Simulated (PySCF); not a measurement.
Gas-phase reaction: (H2SiO)3 ⇌ 3 SiH2 + 3 O

Computed with PySCF and rigid-rotor harmonic-oscillator thermochemistry at 1 bar. † marks an energy on the PBE0/def2-TZVP geometry and frequencies; other levels use their own. 6-31G* has spherical d functions here. Open shells (unrestricted): O (multiplicity 3); the rest are closed-shell singlets. Spin-orbit splitting is ignored; it lowers the true energy and changes the entropy of O. (H2SiO)3: computed as isolated molecules; such fragments, hydroxides, amides, oligomers or adducts are transient or little studied in the gas.

HF/6-31G* gives ΔH°(298 K) = 1952 kJ.

What do ωB97X-V/def2-TZVP†, r2SCAN/def2-TZVP†, HF/def2-TZVP† give?

ωB97X-V/def2-TZVP†: 2750 kJ; r2SCAN/def2-TZVP†: 2784 kJ; HF/def2-TZVP†: 2082 kJ. For scale, ΔH°(298 K) is 1952 kJ at this level, 2723 kJ at ωB97M-V/def2-TZVP†, and runs from 1952 to 3833 kJ over the 18 levels computed († marks an energy on the PBE0/def2-TZVP geometry).
